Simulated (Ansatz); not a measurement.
```xyz
9

C     0.102   -0.832    1.188
O     0.743   -0.508   -0.037
Ge    0.036    0.677   -1.100
Cl   -1.911    0.072   -1.706
Cl    1.314    0.829   -2.770
Cl   -0.133    2.556   -0.118
H     0.723   -1.582    1.680
H    -0.894   -1.253    1.021
H     0.019    0.042    1.842
```

Charge 0, multiplicity 1.

Task: List the PBE/def2-TZVPP orbital energies in eV (Ansatz). (An estimate is asked.)

Result: The calculation gave: Occupied: -10806.96, -2739.58, -2739.50, -2739.50, -1340.15, -1193.59, -1193.58, -1193.56, -511.19, -270.58, -250.14, -250.07, -250.07, -190.87, -190.78, -190.78, -190.65, -190.65, -190.58, -190.58, -190.58, -190.58, -164.87, -116.34, -116.33, -116.26, -32.24, -32.17, -32.17, -32.08, -32.06, -25.76, -21.52, -20.69, -20.62, -17.35, -14.03, -11.89, -11.53, -11.52, -10.42, -10.32, -8.88, -8.62, -8.60, -8.24, -8.21, -7.98, -7.97, -7.30. Lowest empty: -2.61, -0.17, -0.08, 0.05, 0.90, 1.95, 2.36, 2.38.
